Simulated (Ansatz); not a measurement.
`CB(F)CO` + `C=N` → `C=NB(C)F` + CH₃OH at 700 K and 1 bar (ligand exchange at a B–C bond).

Gas-phase electronic energies from Ansatz, PBE0-D4/def2-TZVP geometries. CCSD(T)/CBS is the MP2 limit (def2-TZVPP, def2-QZVPP) plus CCSD(T) − MP2 in def2-TZVPP, frozen cores. This one scheme is used for every species. One conformer a species, not always the lowest.

| species | CCSD(T)/CBS energy (Eh) | H − E (kJ/mol) | S (J/(mol·K)) |
| --- | --- | --- | --- |
| `CB(F)CO` | -279.53710 | 298.5 | 449.1 |
| `C=N` | -94.52360 | 135.6 | 268.6 |
| `C=NB(C)F` | -258.47400 | 264.5 | 431.3 |
| CH₃OH | -115.61712 | 170.8 | 288.5 |

H − E and S are ideal-gas, rigid-rotor, harmonic terms from PBE0-D4/def2-TZVP, for one conformer and one mirror image of each species. 1 Eh = 2625.50 kJ/mol, R = 8.31446 J/(mol·K).

Problem. By hand: ΔE, ΔH, ΔS and ΔG.

Solution. ΔE = (-258.47400) + (-115.61712) − (-279.53710) − (-94.52360) = -0.03042 Eh = -79.9 kJ/mol. Δ(H − E) = 264.5 + 170.8 − 298.5 − 135.6 = 1.2, so ΔH = -78.7 kJ/mol. ΔS = 431.3 + 288.5 − 449.1 − 268.6 = 2.1 J/(mol·K). ΔG = -78.7 − 700 × (2.1)/1000 = -80.2 kJ/mol.

Problem. By hand: the equilibrium constant, and the temperature at which ΔG would vanish if ΔH and ΔS stayed fixed.

Solution. log₁₀ K = −ΔG/(RT ln 10) = 6.0. ΔH and −TΔS have one sign here, so there is no such temperature. One of them is within its doubt of zero, so this could turn.

The number of gas molecules stays the same, so ΔS is small and ΔH decides. A doubt of 5 kJ/mol in ΔE shifts log₁₀ K by 0.4 here. Other conformers and mirror images would add mixing entropy, several J/(mol·K) or more a flexible species. Modes under 60 cm⁻¹, often nearly free rotors, make the harmonic entropy too high. These are equilibria of isolated gas molecules and say nothing of rates. Largest T1 diagnostic: 0.013 (customary marks: 0.02 for closed shells, 0.045 for open ones).
